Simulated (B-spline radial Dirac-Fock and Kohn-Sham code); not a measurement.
# Ta³⁺ 5d5/2: cross section and angular parameters

System: tantalum as Ta³⁺, [Xe] 4f14 5d2; threshold 33.49 eV (orbital energy of the model). Model: Dirac-Hartree-Slater photoionisation with a Latter tail; cross sections with all multipoles, angular parameters from the dipole term and its interference with E2. Program: a B-spline atomic structure program.

```csv
hν (eV),σ (kb),β,γ,δ
61.9,583,1.334,0.054,0.017
100,84.0,1.956,0.238,0.007
151,13.3,1.054,0.209,-0.010
167,9.84,0.283,0.065,0.008
182,8.61,-0.268,-0.045,0.031
300,9.65,0.007,0.105,0.056
308,9.71,0.061,0.118,0.054
422,9.36,0.595,0.196,0.027
597,7.33,0.964,0.136,0.006
878,4.60,1.206,0.014,0.000
889,4.51,1.211,0.011,0.000
1050,3.50,1.277,-0.024,0.002
1253.6,2.59,1.326,-0.039,0.006
1400,2.11,1.348,-0.034,0.009
1520,1.80,1.360,-0.023,0.011
1580,1.67,1.365,-0.016,0.013
1870,1.18,1.377,0.032,0.019
1980,1.04,1.379,0.055,0.021
2080,0.931,1.379,0.077,0.023
2850,?,?,?,?
2900,0.424,1.355,0.279,0.040
2984.4,0.394,1.351,0.300,0.042
3670,0.231,1.315,0.471,0.057
4540,0.129,1.266,0.671,0.075
4740,0.114,1.255,0.714,0.080
5414.7,0.0777,1.217,0.850,0.095
6000,0.0573,1.185,0.958,0.108
6320,0.0490,1.168,1.013,0.116
8047.8,0.0232,1.085,1.271,0.155
15000,0.00290,0.845,1.934,0.310
```

Question: Give the values at 2850 eV.

Answer: σ = 0.442 kb, β = 1.357, γ = 0.266, δ = 0.039.

Values without a named source are computed, but for edge energies of neutral atoms, which are taken from tables.
